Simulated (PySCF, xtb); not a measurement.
C₅H₇F, SMILES C=CC(F)C=C. Other conformers were not sampled.

Harmonic wavenumbers (cm⁻¹) from GFN2-xTB in xtb at its own minimum, in rising order: 31, 65, 214, 305, 333, 445, 485, 625, 688, 881, 901, 904, 955, 1010, 1017, 1027, 1073, 1152, 1212, 1249, 1264, 1293, 1402, 1410, 1709, 1717, 2869, 3080, 3083, 3103, 3107, 3133, 3136.

Task: What does B3LYP-D3(BJ)/def2-SVP run with PySCF give at its own minimum? (An estimate is asked for; the answer gives what the named calculation found.)

Result: 81, 114, 249, 306, 348, 473, 496, 673, 707, 896, 962, 963, 979, 1023, 1028, 1046, 1087, 1192, 1288, 1294, 1318, 1337, 1425, 1442, 1722, 1729, 3015, 3133, 3140, 3156, 3160, 3231, 3237. Paired by order, the mean absolute difference is 42 cm⁻¹ and the zero-point energies are 64.2 and 66.1 kcal/mol.
